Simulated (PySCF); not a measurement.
## Polarisability and C₆ of Fe²⁺ (iron, charge +2)

[Ar] 3d6, high-spin 5D determinant. Calculation: PySCF 2.14, in x2c-QZVPPall with one added diffuse shell each of s, p, d, f, g type (12s8p6d5f3g, 128 functions); the spin-free X2C one-electron Hamiltonian (Gaussian nucleus). Coupled (time-dependent) response in atomic units; α is the mean over directions.

```json
{"method": "PBE0", "mean α (bohr³)": "3.743", "α xx, yy, zz": "3.978, 3.978, 3.271", "C₆ (like pair)": "10.79", "S(−4)": "8.135"}
```

S(−4) is the Cauchy moment in α(ω) = α(0) + S(−4) ω² + …

α(iu) at PBE0:

```json
{"u (hartree)": "0", "α(iu) (bohr³)": "3.743"}
{"u (hartree)": "0.0500", "α(iu) (bohr³)": "3.723"}
{"u (hartree)": "0.100", "α(iu) (bohr³)": "3.665"}
{"u (hartree)": "0.200", "α(iu) (bohr³)": "3.463"}
{"u (hartree)": "0.300", "α(iu) (bohr³)": "3.203"}
{"u (hartree)": "0.500", "α(iu) (bohr³)": "2.691"}
{"u (hartree)": "0.750", "α(iu) (bohr³)": "2.193"}
{"u (hartree)": "1.00", "α(iu) (bohr³)": "1.830"}
{"u (hartree)": "1.50", "α(iu) (bohr³)": "1.342"}
{"u (hartree)": "2.00", "α(iu) (bohr³)": "1.028"}
{"u (hartree)": "3.00", "α(iu) (bohr³)": "0.6548"}
{"u (hartree)": "5.00", "α(iu) (bohr³)": "0.3294"}
```

A single London oscillator, α(iu) = α/(1 + u²/ω²), gives C₆ = (3/4) ω α². Matching the computed C₆ needs ω = 4 × 10.79 / (3 × 3.743²) = 1.03 hartree.

For an ion, C₆ is the dispersion term alone; charge-induced terms of lower order in 1/R come first.

The components differ because the open shell of this determinant is not spherical; for a pure term their mean is the scalar polarisability.
